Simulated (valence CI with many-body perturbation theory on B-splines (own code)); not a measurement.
**Hyperfine factors and g values of Cr11+**

Computed by valence CI with perturbative core correlation (CI+MBPT): three valence electrons over a frozen Dirac-Fock core [Ne], a basis of 11 s, 11 p, 10 d, 8 f, 5 g, 2 h functions for each j, with the one-electron correlation potential Σ1 (screened to all orders), the two-electron term Σ2, the three-electron term Σ3, Breit, model QED; selected single and double excitations, second order for the rest, scaled by the run's own slope (own B-spline code, finite nucleus).

No measured spectrum was set against this ion. As an estimate, levels of excited configurations hold to 0.05 to 0.15 % of their energy, terms of the ground configuration to about 0.5 %.

A/g_I is the dipole constant over the nuclear g factor μ/I (μ in nuclear magnetons, uniformly magnetised nucleus), B/Q the quadrupole constant per barn. Both hold the static response of the core; the bare values leave it out. Large factors of s and p1/2 electrons are usually good to 5 to 10 %; those of open d and f shells near neutrality can be off by tens of per cent, and small factors of p3/2, d and f electrons come from cancelling terms and can be off by a factor of two or in sign, in half-filled shells by more. B is blank for J = 1/2, where it vanishes, and for nearly pure S terms. Energies count from the lowest level.

Names give the largest LS component (configuration and term), which can be under half, so a name can repeat, a term be missing and a line seem to break the LS rules; names also repeat where a configuration has a term twice. Letters in brackets count levels of one name in rising energy.

| Level | E (eV) | g | A/g_I (MHz) | A/g_I bare | B/Q (MHz/b) | B/Q bare |
| --- | --- | --- | --- | --- | --- | --- |
| 3s2.3p 2P°_1/2 | 0.000 | 0.665 | 17100 | 16000 |  |  |
| 3s2.3p 2P°_3/2 | 1.522 | 1.333 | 3490 | 3400 | 6050 | 5730 |
| 3s.3p2 4P_1/2 | 23.806 | 2.665 | 32900 | 31300 |  |  |
| 3s.3p2 4P_3/2 | 24.403 | 1.733 | 15000 | 14300 | 4970 | 4700 |
| 3s.3p2 4P_5/2 | 25.201 | 1.596 | 15600 | 14800 | -6140 | -5810 |
| 3s.3p2 2D_3/2 | 31.550 | 0.802 | -3690 | -3350 | 7730 | 7320 |
| 3s.3p2 2D_5/2 | 31.692 | 1.204 | 15200 | 14300 | 11000 | 10400 |
| 3s.3p2 2S_1/2 | 38.937 | 1.835 | 53000 | 49600 |  |  |
| 3s.3p2 2P_1/2 | 41.351 | 0.837 | 16900 | 15700 |  |  |
| 3s.3p2 2P_3/2 | 42.103 | 1.331 | -2880 | -2410 | -6130 | -5810 |
| 3s2.3d 2D_3/2 | 50.672 | 0.799 | 336 | 484 | 1610 | 1610 |
| 3s2.3d 2D_5/2 | 50.809 | 1.200 | 2380 | 2400 | 2270 | 2270 |
| 3p3 2D°_3/2 | 61.171 | 0.824 | 1250 | 1180 | 920 | 889 |
| 3p3 2D°_5/2 | 61.414 | 1.200 | 6510 | 6290 | -1790 | -1670 |
| 3p3 4S°_3/2 | 62.560 | 1.971 | -1040 | -238 |  |  |
| 3p3 2P°_1/2 | 68.245 | 0.665 | 14500 | 13500 |  |  |
| 3s.3p.3d 4F°_3/2 [a] | 68.403 | 0.895 | -1780 | -1530 | 1040 | 1020 |
| 3s.3p.3d 4F°_3/2 [b] | 68.476 | 0.844 | -2390 | -2110 | 800 | 792 |
| 3s.3p.3d 4F°_5/2 | 68.763 | 1.030 | 4310 | 4200 | 2790 | 2710 |
| 3s.3p.3d 4F°_7/2 | 69.234 | 1.239 | 7380 | 7100 | 4110 | 3980 |
| 3s.3p.3d 4F°_9/2 | 69.882 | 1.333 | 8140 | 7820 | 7260 | 7000 |
| 3s.3p.3d 4P°_5/2 | 73.741 | 1.527 | 9380 | 9050 | 2830 | 2770 |
| 3s.3p.3d 4D°_3/2 | 73.972 | 1.437 | 6940 | 6800 | 1620 | 1560 |
| 3s.3p.3d 4D°_1/2 | 74.138 | 0.442 | -14600 | -13500 |  |  |
| 3s.3p.3d 4P°_1/2 | 74.816 | 2.226 | 29000 | 27500 |  |  |
| 3s.3p.3d 4D°_7/2 | 74.860 | 1.427 | 9920 | 9530 | -4940 | -4620 |
| 3s.3p.3d 4P°_3/2 | 74.880 | 1.486 | 11700 | 11200 | -2120 | -2070 |
| 3s.3p.3d 4D°_5/2 | 74.907 | 1.426 | 10000 | 9630 | -3450 | -3300 |
| 3s.3p.3d 2D°_3/2 [a] | 76.442 | 0.808 | -7380 | -6780 | -3300 | -3090 |
| 3s.3p.3d 2D°_5/2 [a] | 76.477 | 1.214 | 11800 | 11200 | -4530 | -4240 |
| 3s.3p.3d 2F°_5/2 [a] | 79.753 | 0.859 | 4750 | 4510 | 6090 | 5890 |
| 3s.3p.3d 2F°_7/2 [a] | 80.959 | 1.143 | 605 | 752 | 7150 | 6910 |
| 3s.3p.3d 2P°_3/2 [a] | 86.568 | 1.313 | 8640 | 8270 | 1320 | 1300 |
| 3s.3p.3d 2P°_1/2 [a] | 87.169 | 0.665 | -13200 | -12300 |  |  |
| 3s.3p.3d 2F°_7/2 [b] | 87.444 | 1.143 | 8800 | 8360 | 7060 | 6830 |
| 3s.3p.3d 2F°_5/2 [b] | 87.710 | 0.858 | -4210 | -3800 | 6080 | 5880 |
| 3s.3p.3d 2P°_1/2 [b] | 89.887 | 0.665 | -549 | -355 |  |  |
| 3s.3p.3d 2P°_3/2 [b] | 90.014 | 1.203 | 4560 | 4450 | 1590 | 1580 |
| 3s.3p.3d 2D°_3/2 [b] | 90.324 | 0.949 | 3150 | 3090 | -4570 | -4330 |
| 3s.3p.3d 2D°_5/2 [b] | 90.460 | 1.198 | -1710 | -1340 | -4650 | -4340 |

**Question.** Take the isotope of mass number 53, with I = 3/2, μ = -0.47431 μN and Q = -0.15 b. What is the hyperfine structure of 3s.3p2 4P_3/2?

**Answer.** From the table A = -4750 MHz, B = -745 MHz. Shifts from the centre of gravity in MHz: F = 0: 16900, F = 1: 12900, F = 2: 4120, F = 3: -10900.
